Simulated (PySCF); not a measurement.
From one molecule to another.

First species: C₆H₈O₂S.
Structure used (GFN2-xTB), in Å, numbered top down from 1:
```xyz
17
C6H8O2S angstrom
O     -4.1871   -0.3463    0.0269
C     -3.5952    0.2105    0.9062
O     -2.2835    0.3473    1.0225
C     -1.4774   -0.2023    0.0418
C     -0.1529   -0.0857    0.0939
C      0.8002   -0.6734   -0.9052
C      2.0532    0.1957   -0.8619
C      2.3288    0.4566    0.6090
S      0.6909    0.7889    1.3600
H     -4.0729    0.7022    1.7691
H     -1.9969   -0.7269   -0.7482
H      0.3536   -0.7089   -1.8981
H      1.0472   -1.6959   -0.6027
H      2.9026   -0.2940   -1.3383
H      1.8612    1.1407   -1.3732
H      2.7548   -0.4163    1.1046
H      2.9665    1.3197    0.7835
```

Second species: C6H12P2.
Structure used (GFN2-xTB), in Å, numbered top down from 1:
```xyz
20
C6H12P2 angstrom
C     -2.0233   -1.5598    0.0663
P     -1.1660    0.0094    0.5595
C     -2.3700    1.2032   -0.1956
P      0.2875    0.0553   -1.1006
C      1.3604   -1.2699   -0.4696
C      2.2885   -0.8522    0.3814
C      2.2703    0.6034    0.7248
C      1.4453    1.3141   -0.3509
H     -1.4095   -2.4099    0.3578
H     -2.9723   -1.6201    0.5969
H     -2.2051   -1.5927   -1.0074
H     -3.2803    1.2090    0.4017
H     -2.6084    0.9288   -1.2216
H     -1.9416    2.2039   -0.1810
H      1.2419   -2.2904   -0.7982
H      3.0131   -1.5004    0.8520
H      1.7977    0.7213    1.7057
H      3.2799    1.0145    0.7897
H      2.0945    1.6743   -1.1547
H      0.8921    2.1691    0.0408
```

Levels: PBE0/pcSseg-1 for HOMO energy, LUMO energy and HOMO–LUMO gap. Geometries: GFN2-xTB. Each species is one conformer at its optimised geometry, gas phase, non-relativistic unless stated; the electronic structure was computed with PySCF and density fitting.

Values for the first species:

* HOMO energy: -6.08 eV
* LUMO energy: -0.39 eV
* HOMO–LUMO gap: 5.69 eV

Estimate the same properties for the second species, and the change in each.

```
     property     first    second  second less first
  HOMO energy  -6.08 eV  -5.92 eV           +0.16 eV
  LUMO energy  -0.39 eV  -0.35 eV           +0.04 eV
HOMO–LUMO gap   5.69 eV   5.57 eV           -0.12 eV
```

